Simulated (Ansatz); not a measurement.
H$_{10}$Si$_{4}$, charge -1, doublet, at a GFN2-xTB geometry (a state made from the parent by changing its charge; the spin is typed, not shown lowest) (a gas-phase anion, which may not be bound at this level); CAM-B3LYP/3-21G in Ansatz (a quantum-chemistry and plane-wave program).

The Ansatz input:
Ansatz 0.2 input:
```yaml
crystal:
  periodic: [false, false, false]
  atoms:
    - {symbol: Si, position_ang: [-0.01368715, 1.92294504, -0.75398135]}
    - {symbol: Si, position_ang: [0.02245969, -0.12848232, 0.29648184]}
    - {symbol: Si, position_ang: [2.22642533, -0.95609272, 0.05436130]}
    - {symbol: Si, position_ang: [-2.23146861, -0.83480093, 0.44462731]}
    - {symbol: H, position_ang: [1.16755312, 2.79533121, -0.61122241]}
    - {symbol: H, position_ang: [-0.14498749, 1.81785103, -2.22112412]}
    - {symbol: H, position_ang: [-1.10337367, 2.85711930, -0.41241428]}
    - {symbol: H, position_ang: [0.16311049, 0.31796842, 1.76434092]}
    - {symbol: H, position_ang: [3.63419268, -0.58499304, 0.42566408]}
    - {symbol: H, position_ang: [2.44679126, -1.25302024, -1.38708615]}
    - {symbol: H, position_ang: [2.20490686, -2.30838025, 0.67993274]}
    - {symbol: H, position_ang: [-2.17466411, -2.18921951, 1.06334197]}
    - {symbol: H, position_ang: [-3.53127506, -0.39003274, 1.05296445]}
    - {symbol: H, position_ang: [-2.71446383, -1.11259118, -0.93524444]}
basis:
  gaussian:
    orbitals: 3-21G.json
    final_grid: {core_spheres: 10, valence_spheres: 20, degree: 41}
hamiltonian:
  xc: cam_b3lyp
total_charge: -1
magnetization: {spin_polarized: true, initial_magnetization: 1}
```
The basis file holds 3-21G in the JSON format of the Basis Set Exchange.

Predict the main parts of the log of this Ansatz run.


```
Functional definition: CAM-B3LYP
786 factors; integrals over basis functions are off by at most 2.8e-4 eV
381 factors; integrals over basis functions are off by at most 5.0e-6 eV
mean field evaluation 1: about -31503.3952 eV, gradient 6.6e0 eV
mean field evaluation 2: about -31503.7533 eV, gradient 3.4e0 eV
mean field evaluation 4: about -31503.8532 eV, gradient 1.8e-1 eV
mean field evaluation 8: about -31503.8254 eV, gradient 7.3e-3 eV
mean field -31503.82540105 eV, -1157.7442294286 hartree, gradient 5.9e-5 eV, S^2 0.758794; 0 other end points of the search recorded, 0 dependent functions left out
reference -31503.82555986 eV, -1157.7442352648 hartree; 34, 33 occupied and 38, 39 virtual orbitals, 786 factors
Total energy: -31503.82555986 eV, -1157.7442352648 hartree
```
